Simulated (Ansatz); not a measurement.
Cost and result for the atomization energy of `C1=C[Se]1` (5 atoms, 5 bonds).

The species carries charge 0 and has multiplicity 1. Correlated methods include outer-core shells of Se, which these sets cover unevenly. Scalar relativity is left out up to krypton. Geometry: relaxed with PBE0-D4/def2-TZVP. Program: Ansatz. All runs use 2 threads of an Intel Xeon Platinum 8375C on a shared host. Times are those of one run each, without the atoms' runs, and a repeat can differ threefold. Electronic energies, without spin–orbit coupling; frozen cores. CCSD(T)/CBS adds CCSD(T) − MP2 in def2-TZVPP to the MP2 limit, and its time is that of the two runs behind it. T1 = 0.010; the RHF reference is unstable towards UHF. With those shells the extrapolation isn't a true limit. HSE06 is the plane-wave form, built on full-range PBE exchange.

CCSD(T)/CBS is a level of theory with its own doubt, some kJ/mol a heavy atom from the limit and from the frozen cores, so smaller differences don't rank the functionals.

```csv
level,functions,wall time
LDA (SPW92)/def2-TZVPP,138,1.1 s
revPBE-D4/def2-TZVPP,138,1.4 s
PBE-D4/def2-TZVPP (with forces),138,2.3 s
HSE06-D4/def2-TZVPP,138,2.3 s
BHLYP-D4/def2-TZVPP,138,2.3 s
CCSD(T)/def2-SVP,70,2.4 s
r2SCAN-D4/def2-TZVPP (with forces),138,3 s
PBE0-D4/def2-TZVPP,138,3.2 s
r2SCANh-D4/def2-TZVPP,138,3.5 s
CCSD(T)/def2-TZVPP,138,9 s
ωB97M-V/def2-TZVPP (with forces),138,11 s
MP2/def2-QZVPP,263,13 s
CCSD(T)/CBS(def2),–,22 s
```

Task: What atomization energy does each give, and how far from CCSD(T)/CBS? (Estimate.)

Result: Ansatz gave: 
```
                             level  atomization (kcal/mol)  difference from CCSD(T)/CBS  per bond
            LDA (SPW92)/def2-TZVPP                   516.0                         80.5      16.1
              revPBE-D4/def2-TZVPP                   441.6                          6.1       1.2
   PBE-D4/def2-TZVPP (with forces)                   455.7                         20.2       4.0
               HSE06-D4/def2-TZVPP                   441.0                          5.5       1.1
               BHLYP-D4/def2-TZVPP                   412.4                        -23.1      -4.6
                  CCSD(T)/def2-SVP                   406.2                        -29.3      -5.9
r2SCAN-D4/def2-TZVPP (with forces)                   437.3                          1.8       0.4
                PBE0-D4/def2-TZVPP                   440.6                          5.1       1.0
             r2SCANh-D4/def2-TZVPP                   432.7                         -2.8      -0.6
                CCSD(T)/def2-TZVPP                   421.4                        -14.1      -2.8
  ωB97M-V/def2-TZVPP (with forces)                   434.4                         -1.1      -0.2
                    MP2/def2-QZVPP                   443.7                          8.2       1.6
                 CCSD(T)/CBS(def2)                   435.5                          0.0       0.0
```

In def2-TZVPP, CCSD(T) changes the Hartree–Fock value by +135.4 kcal/mol (the triples alone add +12.1 kcal/mol) and MP2 by +149.4 kcal/mol; breaking electron pairs costs correlation energy, which Hartree–Fock lacks. At CCSD(T), def2-SVP lies −29.3 kcal/mol from the extrapolated value and def2-TZVPP −14.1 kcal/mol: correlation converges slowly with the basis, and small sets miss more of it in the bonded molecule than in its fragments. From PBE to PBE0 (25 % exact exchange), in def2-TZVPP and without D4, the atomization energy moves by −14.7 kcal/mol: exact exchange takes away binding that semilocal exchange gives to molecules.
